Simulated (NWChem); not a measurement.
SiOH, doublet; SMILES O=[SiH]

Computed with NWChem. Pople sets run with spherical d functions. Spin-unrestricted. Medium grid unless said otherwise, to which SCAN and Minnesota functionals are sensitive. In the optimisation the excess spin sits in a' (Cs, its own frame). All runs use the structure optimised with PBE0/def2-SVP, spin-unrestricted. No stability test was run on the SCF state.

For level MN15-L/6-31G*:

highest occupied level (eV): -6.09
lowest empty minus highest occupied level, either spin (eV): 1.81
dipole (D): 3.02

### Question
How do the values read with level TPSSh/6-31G* instead?

### Answer
| Quantity | Value |
|---|---|
| highest occupied level (eV) | -6.52 |
| lowest empty minus highest occupied level, either spin (eV) | 2.57 |
| dipole (D) | 2.87 |
